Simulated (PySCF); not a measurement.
C$_{2}$H$_{6}$N (SMILES CC[NH-]), charge -1, singlet, at a GFN2-xTB geometry (in this run its highest filled SCF level lies above zero, so its values depend strongly on the basis, on diffuse functions most of all). Base run: DF-B3LYP/6-31G* in PySCF.

Input for PySCF:
```python
from pyscf import gto, scf, dft

mol = gto.M(
    atom='''
C     1.19119079   -0.38292669    0.00717213
C    -0.13122655    0.52167957    0.02064457
N    -1.34791120   -0.10755068    0.08388981
H     2.09946740    0.22915829    0.01714482
H     1.19406526   -1.03706791    0.87919469
H     1.20063277   -1.00631015   -0.88849714
H     0.06822949    1.23865150   -0.89692383
H    -0.02730219    1.17890666    0.90869617
H    -1.45949966   -0.68300083   -0.77374348
''',
    basis='6-31g*',
    charge=-1,
    verbose=4,
)

mf = dft.RKS(mol)
mf.xc = 'b3lyp'
mf = mf.density_fit(auxbasis='def2-universal-jkfit')
mf.kernel()
```

Each row names what was changed in the base input (with any setting that the change needs).

```csv
change,basis functions,E (Eh),HOMO (eV),HOMO-LUMO gap (eV)
base,54,-134.48634,2.91,5.13
basis = 3-21G,39,-133.72816,3.53,5.35
basis = pcseg-0,39,-134.13015,2.85,4.26
basis = def2-SV(P),54,-134.38023,2.56,4.09
basis = 6-31+G*,66,-134.52755,1.36,2.76
basis = 6-31G**,72,-134.49683,2.89,5.15
basis = cc-pVDZ,72,-134.49875,2.62,4.26
basis = 6-311G**,90,-134.54569,2.23,3.91
basis = 6-311++G**,108,-134.57243,1.07,2.02
"basis = 6-311+G(2d,p)",117,-134.57368,1.26,2.63
basis = def2-TZVPD,165,-134.58312,1.30,2.79
basis = pcseg-2,174,-134.58177,1.50,3.22
basis = def2-TZVPP,177,-134.57672,1.77,3.90
```

Totals compare only among sets that treat the same electrons; sets with core potentials leave the core out.
